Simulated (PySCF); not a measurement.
Magnetic shielding above rings: a mixed set.

NICS = −σ at a ghost point: NICS(0) at the centroid of the ring atoms, NICS(1) 1 Å to either side along the normal of their mean plane, zz for the tensor component along that normal. Level: GIAO PBE0/pcSseg-1 (PySCF, non-relativistic, gas phase) on the GFN2-xTB geometries, one conformer each. Atom numbers follow the mapped SMILES.

Question: Order these rings by mean NICS(1)zz, lowest (most negative) first (ppm).
A. ring N3–C4–C5–C6–C11 in `[CH3:1][SiH2:2][n:3]1[cH:4][cH:5][c:6]([C:7]([F:8])([F:9])[F:10])[cH:11]1`
B. ring C7–C8–C9–N10–C11–C12 in `[CH:1]#[C:2][C:3](=[CH2:4])[C:5]#[C:6][c:7]1[cH:8][cH:9][n:10][cH:11][cH:12]1`
C. ring C6–C7–C8–N9–Si10 in `[F:1][C:2]([F:3])=[C:4]([F:5])[C@@H:6]1[CH2:7][CH2:8][NH:9][SiH2:10]1`
D. ring C2–C3–Si4 in `[Cl:1][C@@H:2]1[CH2:3][SiH2:4]1`
E. ring C4–C5–C6–O9–C10–O11 in `[O:1]=[CH:2][O:3][C@@H:4]1[CH2:5][C:6]([F:7])([F:8])[O:9][CH2:10][O:11]1`
F. ring C5–C6–C7–C8–C9 in `[SiH3:1][N:2]([SiH3:3])[CH:4]=[C:5]1[CH:6]=[CH:7][CH:8]=[CH:9]1`
G. ring C2–O3–C4–C5–P10 in `[CH3:1][c:2]1[o:3][cH:4][c:5]([C:6]([F:7])([F:8])[F:9])[p:10]1`

Answer: A (-28.0), B (-26.7), G (-23.9), D (-15.9), F (-14.8), C (-2.6), E (1.4).

| SMILES | ring | NICS(0) | NICS(1) | NICS(1)zz | HOMA | rms pucker (Å) | ring atoms with four or more neighbours |
| --- | --- | --- | --- | --- | --- | --- | --- |
| C[SiH2]n1ccc(C(F)(F)F)c1 | 5-membered ring with N; formal bonds all aromatic | -12.9 | -10.9 | -28.0 | 0.86 | 0.00 | 0 |
| C#CC(=C)C#Cc1ccncc1 | 6-membered ring with N; formal bonds all aromatic | -7.0 | -10.8 | -26.7 | 0.99 | 0.00 | 0 |
| Cc1occ(C(F)(F)F)p1 | 5-membered ring with O and P; formal bonds all aromatic | -11.2 | -10.5 | -23.9 | 0.50 | 0.00 | 0 |
| Cl[C@@H]1C[SiH2]1 | 3-membered ring with Si; formal bonds all single | -26.2 | -8.1 | -15.9 | – | 0.00 | 3 |
| [SiH3]N([SiH3])C=C1C=CC=C1 | 5-membered carbocycle; formal bonds 2 double, 3 single | -5.0 | -7.1 | -14.8 | 0.32 | 0.00 | 0 |
| FC(F)=C(F)[C@@H]1CCN[SiH2]1 | 5-membered ring with N and Si; formal bonds all single | -6.6 | -3.2 | -2.6 | – | 0.17 | 4 |
| O=CO[C@@H]1CC(F)(F)OCO1 | 6-membered ring with 2 O; formal bonds all single | -2.4 | -1.4 | 1.4 | – | 0.21 | 4 |

NICS(0) gives another order. The isotropic NICS(1) gives the same order. Over the 4 rings with a HOMA value its correlation coefficient with NICS(1)zz is -0.87. HOMA uses Krygowski's 1993 parameters; it is left out where a ring has a four-coordinate atom, a triple bond, no multiple bond or a kind of bond without parameters. NICS(1) and NICS(1)zz are means over the two faces.
